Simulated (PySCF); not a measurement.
**Trend along group 14: MI anions**

MP2 with triple-zeta basis sets in PySCF, for the lowest determinant that a PBE0 search found; no spin–orbit coupling. De refers to high-spin ground-configuration atoms (the charge goes to the atom of lower measured ionisation energy or higher electron affinity, which is not always the lowest computed limit).

```
 M        basis  reference, frozen orbitals  charged atom  state (unpaired electrons)  Re (Å)  ωe (cm⁻¹)  De (eV)
Si  def2-TZVPPD                      UHF, 9            I−              triplet (π ↑↑)   2.656        243     1.51
Sn  def2-TZVPPD                      UHF, 8            I−              triplet (π ↑↑)   2.910        137     1.44
```

The row for M = Ge is missing. Estimate Re, ωe and De as the mean of the rows for Si and Sn, and compare with the calculation.

The means are 2.783 Å, 190 cm⁻¹ and 1.48 eV. UHF-MP2 in def2-TZVPPD gives GeI⁻ as a triplet (π ↑↑) with Re = 2.724 Å, ωe = 167 cm⁻¹, De = 1.44 eV, so the estimate is off by +5.9 pm, +14 % and +0.03 eV.

Correlated steps freeze the inner cores (8 to 13 orbitals); shallow outer-core shells are correlated. These are scalar-relativistic numbers at best; spin–orbit coupling would shift them, the dissociation energy most. For an ion De counts to the pair picked by the measured ionisation energies or electron affinities, which need not be the lowest pair at this level. States were picked by a PBE0 search and need not be the measured ground states.
